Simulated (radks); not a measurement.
Numerical settings for neutral boron, [He] 2s2 2p1. Calculated with a radial shooting solver on a logarithmic mesh with Libxc functionals: scalar-relativistic Kohn-Sham, PBE, spin-polarised, spherical densities, finite nucleus; open shells are filled with parallel spins first; Fermi nuclear charge, rms radius 2.406 fm. The defaults (mesh step 0.008 in ln r, mesh end at 40 bohr or more with all orbitals vanishing there, Anderson mixing 0.5 over 9 steps, residual threshold near 1e-9 with the energy settled to 1e-9 hartree or 1e-11 of itself, here a cap of 99 iterations) give E = -24.6130 hartree and 2p at -4.019 eV in 16 iterations. Run on one thread of a shared host, so times are rough (Intel(R) Xeon(R) Platinum 8488C): 0.12 s of CPU time, 0.12 s wall, 16 iterations on 2208 mesh points. Changes against that run (0 stands for a change within the tolerance of the run):

setting                    iterations         converged  E (mhartree)  e(2p) (meV)  CPU (s)
mesh step in ln r 0.012            15               yes             0            0     0.07
mesh step in ln r 0.12             21                no      diverged            -     0.07
mesh step in ln r 0.2              99                no     -1.68e+05            -     0.23
mesh end (bohr) 12                 16               yes       +0.0113        +2.08     0.11
mesh end (bohr) 3                  17  level above zero          +572    +1.13e+04      0.1
residual threshold 0.01             8               yes             0       +0.152     0.08
residual threshold 1e-05            9               yes             0      +0.0661     0.09
mixing 1                           15               yes             0            0     0.12
linear mixing, mixing 0.5          58                no      diverged            -     0.37
linear mixing, mixing 0.8          40                no      diverged            -     0.18
mixing history 20                  24               yes             0            0     0.19
iteration cap 5                     5                no      +0.00379          -38     0.05

Settled on a wrong energy, with an occupied level pushed above zero by the early mesh end: mesh end (bohr) 3 (+0.572 hartree). Apart from these: no run marked as converged misses the energy by more than 1 mhartree. A mesh that ends early acts as a hard wall.
